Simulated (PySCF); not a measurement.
## Spin states of BrF

Unrestricted PBE0; basis Br pcseg-1, F pcseg-1; no relativity; PySCF 2.14. Outer shells of the fragments: Br 3d10 4s2 4p5; F 2s2 2p5.

Followed along the bond (rough minima from three points):

```tsv
2Ms+1	unpaired	⟨S²⟩ at the start	R at minimum (Å)	Te (eV)
1	none	0.00	1.80	0.00
3	σ ↑, π ↑	2.00	none in the scan	≤ 1.67
```

Solutions found at the starting distance of 1.730 Å, counted from the lowest of them; the search is not exhaustive and high or unbound solutions are not listed, so other states can lie among these:

| 2Ms+1 | unpaired | term | E (eV) | ⟨S²⟩ | ⟨Lz²⟩ | μ (D) |
| --- | --- | --- | --- | --- | --- | --- |
| 1 | none | ¹Σ⁺ | 0.00 | 0.00 | 0.00 | -1.48 |
| 3 | σ ↑, π ↑ | ³Π | 2.79 | 2.00 | 1.00 | -1.41 |
| 1 | σ ↑, π ↓ | mixed | 3.16 | 1.00 | 1.00 | -1.37 |
| 3 | π ↑↑ | ³Σ⁻ | 6.93 | 2.00 | 0.00 | -1.07 |
| 3 | σ ↑↑ | ³Σ⁺ | 7.60 | 2.00 | 0.00 | 0.70 |

A term symbol is given only where ⟨S²⟩ and ⟨Lz²⟩ are close to those of a pure state; real π, δ and φ orbitals otherwise mix terms. A positive dipole means Br(−)F(+).

Counting both spins, an empty level lies below a filled one in some of these solutions, because spin and occupation are held.
